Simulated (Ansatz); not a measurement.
Basis-set extrapolation for C2H10BNSi, SMILES `BN(C)[SiH2]C` (PBE0-D4/def2-TZVP geometry, frozen core, the Gaussian-basis code of Ansatz). Multiplicity 1, RHF reference.

|  | def2-TZVPP | def2-QZVPP |
| --- | --- | --- |
| HF | -449.754608 | -449.771854 |
| MP2 correlation | -0.797729 | -0.850084 |
| CCSD(T) correlation | -0.891091 | not run |

Energies in hartree. Use E(X) = E(∞) + A·exp(−7.88·√X) for Hartree–Fock and E(X) = E(∞) + B·X^(−2.97) for correlation, with X = 3 and 4, and add CCSD(T) minus MP2 of the smaller set to the MP2 limit.

Task: What is the CCSD(T) energy at the basis-set limit?

Result: HF limit: -449.771854 + (-0.017246) × 0.13774 = -449.77423. MP2 limit: -0.850084 + (-0.052355) × 0.74074 = -0.88887. Higher-order term: -0.891091 − (-0.797729) = -0.09336. Total: -450.75646 hartree, 69.5 kcal/mol below CCSD(T)/def2-TZVPP.
